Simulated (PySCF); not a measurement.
Computed shifts of a molecule C₃H₄BrCl, PBE/pcSseg-1 (PySCF), GIAO, gas phase, atoms alike by connectivity averaged where their shifts nearly agree, in ppm (number of nuclei): ¹³C: 143.7 (1), 137.9 (1), 21.9 (1). ¹H: 6.28 (1), 2.28 (3). References: ¹³C against TMS (σ = 182.0 ppm); ³⁵Cl against HCl (σ = 936.5 ppm); ¹H against TMS (σ = 31.49 ppm), references at their B3LYP-D3(BJ)/def2-TZVP geometries, non-relativistic (without spin–orbit terms, shifts of atoms bonded to Cl or Br come out too high). Geometry optimised at TPSSh-D3(BJ)/def2-SVP. The values are those of a single conformer.

Question: Identify the compound among the candidates.
(A) C/C(Br)=C\Cl
(B) C/C(Cl)=C\Br
(C) C/C=C(\Cl)Br
(D) ClC1(Br)CC1

Answer: C, C/C=C(\Cl)Br
